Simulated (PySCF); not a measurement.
**Sn: excitation energy**

Sn [Kr] 4d10 5s2 5p2 (3P) → Sn [Kr] 4d10 5s1 5p2 5d1 (high-spin determinant), as a difference of total energies. Computed with PySCF 2.14 in x2c-QZVPPall with one added diffuse shell each of s, p, d, f type (14s10p8d5f1g, 128 functions), with scalar relativity by spin-free X2C-1e. Correlated levels: valence: [Kr] 4d10 frozen; valence and next inner shell: [Ar] 3d10 frozen. The calculations carry no spin-orbit coupling.

| method | excitation energy (eV) |
| --- | --- |
| UHF | 9.472 |
| LDA | 11.562 |
| PBE | 11.175 |
| PBE0 | 10.974 |
| r2SCAN | 10.956 |
| MP2 (valence) | 10.357 |
| SCS-MP2 (valence) | 10.672 |
| MP2 (valence and next inner shell) | 11.357 |
| SCS-MP2 (valence and next inner shell) | 11.482 |

Q: How much does correlation contribute at MP2 (valence and next inner shell)?

A: 11.357 − (9.472) = 1.885 eV, measured against UHF.

A first-order spin-orbit estimate (lowest level to lowest level, LS coupling) adds 0.024 eV.

The upper state lies above the first ionisation limit, but in LS coupling its spin forbids autoionisation to the ground ion; at this Z spin-orbit coupling breaks that rule.

The promoted electron is Rydberg-like, and one or two diffuse shells describe it only roughly, which tends to raise the upper state.

The determinant of the upper state mixes LS terms, which raises its energy above the lowest term, most at the Hartree-Fock and MP2 levels.
